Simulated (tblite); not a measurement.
Species: C3H10N2Si2.
SMILES with atom numbers: `[CH2:1]=[CH:2][Si@@H:3]1[NH:4][SiH2:5][N:6]1[CH3:7]` (hydrogens: H8, H9 on C1; H10 on C2; H11 on Si3; H12 on N4; H13, H14 on Si5; H15, H16, H17 on C7)

Structure used (GFN2-xTB), in Å, numbered top down from 1:
```
atom  x, y, z in Å
C1     3.0417   -0.2492    0.8169
C2     1.9553   -0.3427    0.0685
Si3    0.2317   -0.6516    0.7445
N4    -0.7451   -1.7557   -0.1866
Si5   -2.0011   -0.6292   -0.6000
N6    -0.9647    0.5072    0.2158
C7    -1.1453    1.8931    0.5350
H8     4.0238   -0.0624    0.4076
H9     2.9974   -0.3591    1.8887
H10    2.0535   -0.2263   -1.0044
H11    0.2291   -0.9194    2.1855
H12   -0.6825   -2.7472   -0.3159
H13   -2.1426   -0.3631   -2.0297
H14   -3.2799   -0.8907    0.0583
H15   -0.1776    2.3946    0.6029
H16   -1.7371    2.3831   -0.2401
H17   -1.6633    2.0304    1.4926
```

Calculated harmonic vibrations of the isolated species, GFN2-xTB (tblite), most abundant isotopes, no scaling. Against measured fundamentals such values can be off by several per cent, at times by over 20. Modes of hydrogen on silicon can be 10 to 20 % off. One conformer, not necessarily the lowest.

Harmonic wavenumbers (cm⁻¹): 41.3, 74.7, 81.8, 106.3, 135.6, 200.5, 248.6, 283.5, 301.4, 429.8, 439.1, 467.2, 523.4, 543.0, 567.3, 668.5, 686.1, 736.8, 760.9, 799.4, 864.2, 895.3, 920.4, 1005.0, 1028.7, 1078.2, 1105.1, 1160.3, 1261.4, 1270.4, 1421.4, 1424.9, 1493.3, 1509.6, 1675.5, 2213.9, 2228.0, 2267.7, 2878.3, 2960.7, 2972.1, 3027.8, 3066.5, 3096.0, 3538.6.

A = 3114, B = 1273, C = 999.0 MHz; mass 130.038 u (most abundant isotopes); point group C1, symmetry number 1.

Question: Zero-point energy?

Answer: ½Σν̃ = 27229 cm⁻¹ = 325.74 kJ/mol.

Question: Give the ideal-gas entropy at 400 K and 1 bar in the rigid-rotor, harmonic-oscillator model (classical rotation).

Answer: Translation 175.67, rotation 124.11, vibration 180.29: S = 480.1 J/(mol K).

Question: And Cp and H(400 K) − H(0)?

Answer: Cp = 202.79 J/(mol K), of which vibrations give 169.53 (their classical limit is 45 R = 374.2); H(400 K) − H(0) = 49.72 kJ/mol without the zero-point energy, 36.41 from vibrations.

Question: Which modes carry the vibrational entropy at 400 K?

Answer: 41.3 cm⁻¹: 24.18; 74.7 cm⁻¹: 19.27; 81.8 cm⁻¹: 18.52; 106.3 cm⁻¹: 16.36; 135.6 cm⁻¹: 14.37; 200.5 cm⁻¹: 11.21 J/(mol K); the other 39 give 76.40 together.

Question: How do the functions run with temperature in this model?

Answer: 
```
 T (K)  S (J/(mol K))  Cp (J/(mol K))  H − H(0) (kJ/mol)  G − H(0) (kJ/mol)  ln q(vib)
    50          247.0            59.9               2.21             -10.14       0.66
   100          296.2            83.8               5.82             -23.80       2.11
298.15          425.8           167.1              30.82             -96.13       7.90
373.15          466.3           194.0              44.39            -129.61      10.00
   500          528.5           231.3              71.47            -192.78      13.42
   750          632.7           282.3             136.16            -338.38      19.69
  1000          718.9           315.9             211.21            -507.64      25.33
```

q(vib) and H(0) count from the zero-point level.

Question: Blend soft modes into free rotors: weight 1/[1 + (100 cm⁻¹/ν̃)⁴] for the oscillator and the rest for a rotor with moment μB/(μ + B), μ = h/(8π²ν), B = 10⁻⁴⁴ kg m². What vibrational entropy results?

Answer: 164.22 J/(mol K) in place of 180.29, which changes −T·S at 400 K by +6.43 kJ/mol.

Hindered rotation and anharmonicity are outside this model. Other conformers, if any are populated, would add a mixing term that is left out. The structure is chiral; the term R ln 2 for an equal mix with its mirror image is left out.

The run took 3.6 s wall, 2.3 s CPU on one thread, Intel Xeon at 2.50 GHz (x86_64), no GPU, shared host with 64 logical CPUs at a one-minute load of 56. The figure is for the frequency step alone.
